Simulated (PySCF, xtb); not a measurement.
AlClH₄O₃Si, SMILES [OH][Al]([OH])[O][SiH2]Cl. The values are those of a single conformer.

Harmonic wavenumbers (cm⁻¹) from GFN2-xTB (xtb 6.7.1) at its own minimum, in rising order: 17, 56, 76, 182, 206, 238, 309, 337, 354, 374, 412, 475, 513, 535, 612, 731, 773, 808, 940, 1059, 2258, 2293, 3760, 3761.

### Question
What does B3LYP-D3(BJ)/def2-SVP run with PySCF give at its own minimum? (Estimate from the structure and the level; the computed values follow.)

### Answer
8, 26, 57, 219, 227, 258, 318, 337, 354, 509, 551, 586, 607, 641, 734, 840, 925, 969, 984, 1102, 2259, 2262, 3926, 3929. Paired by order, the mean absolute difference is 72 cm⁻¹ and the zero-point energies are 30.1 and 32.4 kcal/mol.
